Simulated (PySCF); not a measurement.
Species: C₄H₈OPSi (doublet state).
Atom-mapped SMILES: `[PH2:1][Si@@H:2]1[CH2:3][CH:4][CH:5]=[CH:6][O:7]1` (hydrogens: H8, H9 on P1; H10 on Si2; H11, H12 on C3; H13 on C4; H14 on C5; H15 on C6)

Structure used (GFN2-xTB), in Å, numbered top down from 1:
```xyz
15
C4H8OPSi angstrom
P      2.7164   -0.7651   -0.8895
Si     0.9607   -0.2036    0.3708
C     -0.6163   -1.1682   -0.0910
C     -1.7933   -0.2691    0.0378
C     -1.7366    1.1024   -0.0421
C     -0.5895    1.8567   -0.1241
O      0.6548    1.3453   -0.0699
H      2.9761   -1.9202   -0.1760
H      3.6205   -0.0258   -0.1508
H      1.1415   -0.2147    1.8322
H     -0.5368   -1.5089   -1.1316
H     -0.7695   -2.0681    0.5063
H     -2.7589   -0.7382    0.1588
H     -2.6658    1.6542   -0.0322
H     -0.6075    2.9312   -0.2206
```

The hyperfine couplings belong to this conformer and change with its torsions.

Theory: UKS B3LYP, pcH-1 on C H O P Si, non-relativistic, mean-field spin-orbit, GIAO in PySCF 2.14.0. The structure is a single GFN2-xTB conformer in the gas phase; no vibrational or solvent corrections. The geometry wasn't refined by DFT: couplings that depend on bond lengths, twists or pyramidal angles can differ widely from those at the functional's own minimum. No stability test was run, so a lower SCF solution isn't excluded.

(1) What are g_iso and the isotropic 1H coupling of H11?

(2) For one electron spin and this one nucleus (I = 1/2, g_N = 5.5857), compare first-order, second-order and exact resonance fields at 9.488 GHz.

(3) Give the zero-field levels of this pair of spins.

## Answers

(1) g_iso = 2.00293 and a = +91.36 MHz, or +3.259 mT (Mulliken spin population +0.04).

(2) First order: B = B0 − a·mI with B0 = 338.451 mT. Second order subtracts a²[I(I+1) − mI²]/(2B0). The exact fields come from the Breit–Rabi levels of H = g μB B Sz − g_N μN B Iz + a S·I.

| mI | first order (mT) | second order (mT) | exact (mT) | exact − first order |
| --- | --- | --- | --- | --- |
| −1/2 | 340.081 | 340.073 | 340.073 | -0.008 |
| +1/2 | 336.822 | 336.814 | 336.814 | -0.008 |

(3) F = I ± 1/2 = 1 and 0, at a·I/2 = +22.8 MHz and −a(I+1)/2 = -68.5 MHz, that is |a|(I + 1/2) = 91.4 MHz apart; F = 0 lies lower.

Other couplings of abundant isotopes, left aside here: 1 × 1H 42 MHz, 1 × 1H 40 MHz, 1 × 1H 27 MHz, 1 × 1H 11 MHz, 1 × 31P 6 MHz.
